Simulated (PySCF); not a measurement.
A structure optimised at PBE-D3(BJ)/def2-SVP, used in a PySCF frequency run:

```
O
C 1 1.3976
H 2 1.1142 1 110.81
H 2 1.1142 3 107.04 1 120.94
H 2 1.1169 3 107.19 4 114.73
Al 1 1.7093 2 140.61 3 -120.66
O 6 1.7159 1 124.39 2 0.00
H 7 0.9690 6 125.90 1 0.00
H 6 1.5761 1 117.89 2 180.00
```

Write its SMILES, formula and point group.

C[O][AlH][OH], CH₅AlO₂, Cs

What are its rotational constants (standard atomic weights)?

14.010, 3.3456, 2.7482 GHz
